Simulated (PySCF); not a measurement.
# P⁻ (phosphorus, charge -1) across methods

[Ne] 3s2 3p4, high-spin 3P determinant. Calculation: PySCF 2.14, in aug-cc-pV(D+d)Z; the non-relativistic Hamiltonian (point nucleus).

```csv
method,E (hartree),mean ε 3s β (eV),mean ε 3p α (eV),mean ε 3p β (eV),Σ⟨r²⟩ (bohr²),⟨S²⟩
PBE0,-341.1614,-6.823,-0.224,1.105,49.78,2.008
PBE,-341.1315,-5.600,0.743,1.889,51.06,2.007
LDA,-340.0211,-5.852,0.646,1.813,51.70,2.008
BHandHLYP,-341.2929,-8.100,-1.014,0.372,49.67,2.010
UHF,-340.69661,-9.555,-2.814,-0.565,49.46,2.023
M06-L,-341.2814,-5.608,0.614,2.035,49.51,2.028
M06-2X,-341.2658,-8.037,-1.060,0.363,49.87,2.017
PW91,-341.2774,-5.628,0.726,1.868,50.89,2.006
```

Problem. Estimate the same row for r2SCAN.

Solution. E (hartree) = -341.2635; mean ε 3s β (eV) = -5.581; mean ε 3p α (eV) = 0.471; mean ε 3p β (eV) = 1.790; Σ⟨r²⟩ (bohr²) = 50.11; ⟨S²⟩ = 2.015.

The highest occupied level is positive at PBE0, PBE, LDA, BHandHLYP, M06-L, M06-2X, r2SCAN, PW91: only the finite basis holds that electron, which in a density functional comes from self-interaction.
